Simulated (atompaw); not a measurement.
**What the settings do to the PAW (atompaw) potential of zirconium**

Base potential:

atompaw 4.2.0.5 input, output lines left out:

```
Zr 40
GGA-PBE loggrid 1500 logderivrange -3 5 201
5 5 4 0 0 0
5 0 1.5
5 1 0
4 2 2
0 0 0
c
c
c
c
v
c
c
c
v
c
v
3
3.00 2.95 2.70 2.00
y
1.7
n
y
1.2
n
y
1.45
n
y
0.1
n
custom rrkj gramschmidtortho besselshape
4 -0.5 troulliermartins
3.00
3.00
3.00
3.00
2.60
3.00
3.00
```

Cutoffs, loose and tight: the cutoffs (Ry, on a coarse ladder) from which the occupation-weighted sum of valence levels, in a spherical-Bessel basis at the reference potential, stays within 10 and 1 mRy of its value at 400 Ry. They see the waves, projectors and local potential, not the compensation charge or the core. A dash means not determined.

A true bound ghost makes a file unfit for plane-wave use even where its test errors are small: the radial tests pick states by their node count and pass the ghost by.

| change | outcome | cutoff, loose | cutoff, tight | bound ghosts |
| --- | --- | --- | --- | --- |
| base | generated | 12 Ry | 18 Ry | p |
| reference 4d2 5s1 5p0; added wave 4f channel at 2.05 Ry: rc 3.00 bohr | generated | 12 Ry | 18 Ry | p |
| all radii scaled by about 0.91 (s 2.74, p 2.74, d 2.38, f 2.74 bohr); local potential troulliermartins scheme with l = 4 at -0.5 Ry, radius 2.48 bohr; augmentation besselshape compensation charge, radius 2.70 bohr; PAW radius 2.74 bohr; waves and projectors: custom rrkj gramschmidtortho; core correction smooth core density matched at 1.84 bohr | generated | 15 Ry | 18 Ry | p, s |
| wave 5p channel at 1.2 Ry: rc 3.00 bohr becomes 5p channel at -0.15 Ry: rc 3.00 bohr | generated | 12 Ry | 18 Ry | p |
| augmentation besselshape compensation charge, radius 2.28 bohr; PAW radius 3.00 bohr; waves and projectors: custom rrkj gramschmidtortho | generated | 12 Ry | 18 Ry | p |
| core correction smooth core density matched at 1.40 bohr | generated | 12 Ry | 18 Ry | p |
| wave 5s (bound): rc 3.00 bohr becomes 5s (bound): rc 1.92 bohr | failed: atompaw: The overlap operator has at least one negative eigenvalue! | – | – | – |

Task: What comes out with this change to the base: augmentation besselshape compensation charge, radius 2.95 bohr; PAW radius 3.00 bohr; waves and projectors: custom polynom2 7 10 vanderbiltortho?

Result: outcome: generated; cutoff, loose: 18 Ry; cutoff, tight: 45 Ry; bound ghosts: none.

Task: What comes out with this change to the base: local potential bessel scheme, radius 2.70 bohr?

Result: outcome: generated; cutoff, loose: 12 Ry; cutoff, tight: 18 Ry; bound ghosts: none.

Task: What comes out with this change to the base: augmentation besselshape compensation charge, radius 2.95 bohr; PAW radius 3.00 bohr; waves and projectors: custom polynom gramschmidtortho?

Result: outcome: generated; cutoff, loose: 12 Ry; cutoff, tight: 21 Ry; bound ghosts: s, p.
